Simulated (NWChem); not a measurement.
C₄H₇Cl; SMILES C(=C/CC)/Cl

```xyz
12

C      0.5001     2.5046     0.3878
C      0.2405     1.3212    -0.5401
C     -0.9247     0.4908    -0.1119
C     -0.9380    -0.8170     0.1510
Cl     0.4453    -1.8515     0.0282
H      1.3507     3.1051     0.0318
H      0.7300     2.1648     1.4093
H     -0.3758     3.1702     0.4476
H      0.0453     1.6975    -1.5609
H      1.1353     0.6844    -0.6109
H     -1.8851     1.0057     0.0162
H     -1.8382    -1.3489     0.4658
```
Atoms are numbered in this order, from 1.

Program: NWChem. Geometry: optimised at PBE0/def2-SVP. No frequency run checked for a minimum. Vertical excitations in the gas phase; the lowest state need not have the same character in each row.

| level | lowest excitation, singlet (eV) | lowest state with f > 0.02, singlet (eV) | orbital gap (eV) |
|---|---|---|---|
| PBE/def2-SVP, TDA | 6.41 | 6.65 | 5.08 |
| B3LYP/def2-SVP, TDA | 7.01 | 7.01 | 6.81 |
| PBE0/def2-SVP, TDA | 7.19 | 7.19 | 7.27 |
| Hartree-Fock/def2-SVP, CIS | 7.89 | 7.89 | 13.76 |
